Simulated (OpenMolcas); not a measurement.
V4+ among 3 point charges of -1 e arranged as a planar triangle (D3h).

```
Program             : OpenMolcas 26.06
Method              : CASSCF
Basis               : ANO-RCC-VDZP [5s4p2d1f]
Scalar Hamiltonian  : DKH2, point nucleus
Active space        : 1 electron in 5 orbitals (3d)
State averaging     : 2S+1 = 2 even, 5 roots
Spin-orbit coupling : RASSI with atomic mean-field integrals over the reference wave functions
```

All point charges move together. At R = 1.77 Å the first state of the same spin is 647.6 cm-1, and at R = 1.9 Å it is 619.2 cm-1.

Task: A third run gives 543.4 cm-1. What distance was it run at?

Result: With a power law R^-n the two known points give n = -ln(619.2 / 647.6) / ln(1.9 / 1.77) = 0.63. Then R = 1.77 × (647.6 / 543.4)^(1/0.63) = 2.338 Å. The run was at 2.11 Å, so the estimate is off by +0.228 Å.

The ground term spreads over less than 5000 cm-1, several times less than with real ligands, so orbital moments are less quenched and χT lies further from the spin-only value than at real sites (holds for R = 2.11). This is an electrostatic model: the charges have no orbitals. No measured value stands beside these numbers.
